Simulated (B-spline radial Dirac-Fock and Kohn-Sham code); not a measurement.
## EELS cross sections of the Ca M1 (3s) edge

System: atomic calcium, [Ar] 4s2. The computed values come from a radial atomic solver: the first Born approximation with generalised oscillator strengths from a Dirac-Hartree-Slater potential (longitudinal and transverse terms; continuum final states only, so no white lines or fine structure). The edge is taken at 52.36 eV (orbital energy of the model).

Partial cross sections σ(β, Δ) in barn, integrated over a window Δ above the edge and up to the collection semi-angle β, for parallel illumination:

```
E₀ (kV)  β (mrad)  Δ = 25 eV  Δ = 50 eV  Δ = 100 eV  Δ = 200 eV  Δ = 300 eV
     60        10      11100      17900       24400       28200       29300
     80         5       7610      12100       16200       18600       19200
     80        10       9600      15600       21300       24800       25800
     80        20      12800      20700       28600       33500       34900
     80        50      17600      29000       42100       51500       54200
    100        10       8650      14100       19300       22600       23500
    120         5       6440      10300       14000       16200       16800
    120        10       7990      13000       18000       21000       21900
    200         5          ?          ?           ?           ?           ?
    200        20       9200      15000       21100       24900       26000
    200       100       9870      16400       23800       29700       32000
    300         5       4850       7910       10900       12800       13400
    300        10       6280      10200       14100       16600       17400
    300        50       8150      13500       19700       24500       26400
```

Question: Give the row for 200 kV and 5 mrad.

Answer: 5370 b for 25 eV, 8710 b for 50 eV, 11900 b for 100 eV, 13900 b for 200 eV, 14500 b for 300 eV.
